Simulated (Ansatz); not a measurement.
| atom | x (Å) | y (Å) | z (Å) |
| --- | --- | --- | --- |
| C | 0.0000 | 0.0000 | -1.0808 |
| C | 0.0000 | 0.0000 | 0.2560 |
| N | 0.0000 | 0.0000 | 1.3203 |
| H | 0.0000 | -0.9489 | -1.4312 |
| H | -0.8218 | 0.4744 | -1.4312 |
| H | 0.8218 | 0.4744 | -1.4312 |

Basis set: cc-pVDZ (spherical functions). Frozen core: 3 orbitals. Charge 0, multiplicity 1.

Computed with Ansatz (development build ahead of 0.2.0); each method stands on the lowest determinant of its kind that the runs found. Restricted open shells among the atoms or ions are ROHF, correlated in semicanonical orbitals with singles.

(1) Give the atomization energy at this shape (free ground-state atoms in the same class of orbitals less the molecule, no zero-point energy) of singlet C2H3N by RHF-MP2, RHF.

Results:

(1)

| method | atomization energy |
| --- | --- |
| RHF-MP2 | 23.36 eV |
| RHF | 17.47 eV |

Caution: no unrestricted run beside it, a lower state can exist; the shape is not the minimum.
